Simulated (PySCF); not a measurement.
Telling isomers of C₅H₉N₃Si apart by NMR

Theory: NMR shieldings at PBE0/pcSseg-1/GIAO, structure optimised with GFN2-xTB, in PySCF 2.14 (one computed conformer, no solvent model, non-relativistic, rapidly exchanging positions averaged).

δ = σ(ref) − σ, references computed at the same level: TMS for ¹H (31.72 ppm) and ¹³C (186.93 ppm). Where no couplings were computed, multiplicities follow the n + 1 count of equivalent neighbours, and m marks all less simple cases (inequivalent or close neighbours, rings, F or P nearby). Shifts are as computed. Against solution values, carbons near 30 ppm lie about +3 ppm off and those near 130 ppm about +5 ppm. Of 1211 compounds with measured shifts, 218 miss one by over three times the rms of a fit or turn the order of signals round; such compounds aren't used in these exercises.

(1) Tabulate the signals of `[SiH3]n1nncc1C1CC1`, `C=CCn1ncc([SiH3])n1`, `C=Cn1nnc(C)c1[SiH3]`, `Cc1nnc(C)c([SiH3])n1` and their relative energies.

(2) What is the quickest way to tell C=Cn1nnc(C)c1[SiH3] from Cc1nnc(C)c([SiH3])n1?

(3) What is the quickest way to tell [SiH3]n1nncc1C1CC1 from Cc1nnc(C)c([SiH3])n1?

(4) What is the quickest way to tell [SiH3]n1nncc1C1CC1 from C=Cn1nnc(C)c1[SiH3]?

## Answers

(1) 
```json
{"SMILES": "[SiH3]n1nncc1C1CC1", "carbon types": "1×C 2×CH 2×CH2", "δC": "155.1, 129.6, 15.7, 10.1", "δH": "7.23 (s, 1H), 5.36 (s, 3H), 1.92 (m, 1H), 1.29 (m, 2H), 0.80 (m, 2H)", "E rel. (kcal/mol)": "7.3"}
{"SMILES": "C=CCn1ncc([SiH3])n1", "carbon types": "1×C 2×CH 2×CH2", "δC": "147.9, 144.0, 139.1, 124.8, 60.9", "δH": "7.86 (s, 1H), 6.51 (m, 1H), 5.68 (m, 1H), 5.52 (m, 1H), 5.14 (d, 2H), 4.50 (s, 3H)", "E rel. (kcal/mol)": "10.6"}
{"SMILES": "C=Cn1nnc(C)c1[SiH3]", "carbon types": "2×C 1×CH 1×CH2 1×CH3", "δC": "156.0, 135.1, 126.4, 111.1, 14.4", "δH": "7.21 (m, 1H), 7.06 (m, 1H), 5.38 (m, 1H), 4.50 (s, 3H), 2.62 (s, 3H)", "E rel. (kcal/mol)": "10.1"}
{"SMILES": "Cc1nnc(C)c([SiH3])n1", "carbon types": "3×C 2×CH3", "δC": "170.7, 166.4, 165.7, 26.8, 23.3", "δH": "4.54 (s, 3H), 3.08 (s, 3H), 2.88 (s, 3H)", "E rel. (kcal/mol)": "0.0"}
```

Energies are electronic energies at PBE0/pcSseg-1 on these geometries, without zero-point or thermal terms, each for the one conformer computed, which needn't be the lowest.

(2) Both give the same number of carbon signals, but DEPT or the intensities differ. The first has an alkene CH at 135.1 ppm, the second a substituted aromatic carbon next to a ring nitrogen (C) at 170.7 ppm. Their most deshielded carbons lie at 156.0 and 170.7 ppm. In the proton spectra the most deshielded non-exchanging signals are 7.21 (m, 1H) and 4.54 (s, 3H).

(3) Count the carbon signals: 4 against 5. The first has an aromatic CH next to a ring nitrogen at 129.6 ppm, the second a methyl carbon on an aromatic ring (CH3) at 26.8 ppm. Their most deshielded carbons lie at 155.1 and 170.7 ppm. In the proton spectra the most deshielded non-exchanging signals are 7.23 (s, 1H) and 4.54 (s, 3H).

(4) Count the carbon signals: 4 against 5. The first has a three-membered-ring carbon (CH2) at 15.7 ppm, the second a terminal =CH2 carbon at 111.1 ppm. Their most deshielded carbons lie at 155.1 and 156.0 ppm.
